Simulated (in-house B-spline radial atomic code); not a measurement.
Ionisation energies along the 7-electron series, configuration 1s2 2s2 2p1/2(2) 2p3/2(1), as differences of self-consistent energies. Dirac energy differences include first-order Breit, QED and recoil terms. NIST's values go from ground level to ground level; the uncertainty of those that are theory runs from under 0.1 % in few-electron ions to several per cent in heavy many-electron ones. Computed with a B-spline radial code for spherical atoms: Dirac-Hartree-Fock, jj configuration that fills j = l - 1/2 first, finite nuclei.

A number in brackets counts the electrons of a j subshell.

```csv
ion,configuration after,ionisation energy (eV),IE/(q+1)² (eV),-ε less Coulomb ΔSCF (eV),Breit and QED recoil part (eV),tabulated value (eV),tabulated kind,computed minus tabulated (eV)
Sr31+,[He] 2s2 2p1/2(2),3823.4,3.7338,1.5982,-1.7986,3830,semi-empirical,-7
Zr33+,[He] 2s2 2p1/2(2),?,?,?,?,?,semi-empirical,?
Nb34+,[He] 2s2 2p1/2(2),4542.2,3.7079,1.5993,-2.3381,4540,semi-empirical,2
Mo35+,[He] 2s2 2p1/2(2),?,?,?,?,?,semi-empirical,?
Tc36+,[He] 2s2 2p1/2(2),5056.1,3.6933,1.6001,-2.7519,5060,semi-empirical,-4
Ru37+,[He] 2s2 2p1/2(2),?,?,?,?,?,semi-empirical,?
Rh38+,[He] 2s2 2p1/2(2),5597.8,3.6803,1.6008,-3.2118,5600,semi-empirical,-2
Pd39+,[He] 2s2 2p1/2(2),5879.1,3.6744,1.6011,-3.4599,5880,semi-empirical,-1
Ag40+,[He] 2s2 2p1/2(2),6167.3,3.6688,1.6014,-3.7207,6170,semi-empirical,-3
Cd41+,[He] 2s2 2p1/2(2),6462.6,3.6636,1.6017,-3.9938,6460,semi-empirical,3
In42+,[He] 2s2 2p1/2(2),6764.9,3.6587,1.602,-4.2805,6770,semi-empirical,-5
```

(1) Fill in the row of Zr33+.

(2) Fill in the row of Mo35+.

(3) Fill in the row of Ru37+.

(4) How far is this level of theory from the measured and semi-empirical values?

## Answers

(1) ionisation energy (eV): 4295.7; IE/(q+1)² (eV): 3.716; -ε less Coulomb ΔSCF (eV): 1.5989; Breit and QED recoil part (eV): -2.1478; tabulated value (eV): 4300; computed minus tabulated (eV): -4.

(2) ionisation energy (eV): 4795.7; IE/(q+1)² (eV): 3.7004; -ε less Coulomb ΔSCF (eV): 1.5997; Breit and QED recoil part (eV): -2.5391; tabulated value (eV): 4800; computed minus tabulated (eV): -4.

(3) ionisation energy (eV): 5323.4; IE/(q+1)² (eV): 3.6866; -ε less Coulomb ΔSCF (eV): 1.6004; Breit and QED recoil part (eV): -2.9757; tabulated value (eV): 5330; computed minus tabulated (eV): -7.

(4) Over those 11 rows the differences run from -6.57 to +2.59 eV (mean absolute value 3.8 eV). The calculation leaves out correlation and, in open shells, the multiplet splittings that an average leaves out.
